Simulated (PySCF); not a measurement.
## Electron correlation in Ni⁺ (nickel, charge +1)

[Ar] 3d8 4p1, one real determinant (an excited configuration). All numbers are calculated (PySCF 2.14, the non-relativistic Hamiltonian (point nucleus), in aug-cc-pwCVTZ). Frozen: [Ar]; 9 electrons correlated.

MP2 pair energies summed by pair of shells (mhartree):

```json
{"pair": "3d-3d", "energy": "-282.57", "share (%)": "94.6"}
{"pair": "3d-4p", "energy": "-16.00", "share (%)": "5.4"}
```

Total MP2 correlation energy: -298.57 mhartree.

Same-spin part -113.22 and opposite-spin part -185.35 mhartree; SCS-MP2 scales them by 1/3 and 6/5 to -260.16 mhartree.

The reference is one real determinant that mixes LS terms of this configuration.
